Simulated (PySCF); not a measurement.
Cartesian coordinates (Å):
```xyz
6

Nb     0.0041    -0.0054     0.0008
Cl    -1.6536     0.9615    -1.3336
Cl     0.3758    -1.5910    -1.6093
Cl     1.1810     1.9588    -0.0360
Cl     1.6610    -0.9722     1.3363
Cl    -1.5429    -0.3851     1.6464
```
Charge 0, spin multiplicity 1.

Question: Give the dipole moment, total energy and HOMO at the level TPSSh-D3(BJ)/def2-TZVP // BP86-D3(BJ)/def2-SVP (PySCF).

Answer: 
```yaml
dipole_moment: 0.001 e·Å
total_energy: -2358.4269 Ha
HOMO: -8.51 eV
```
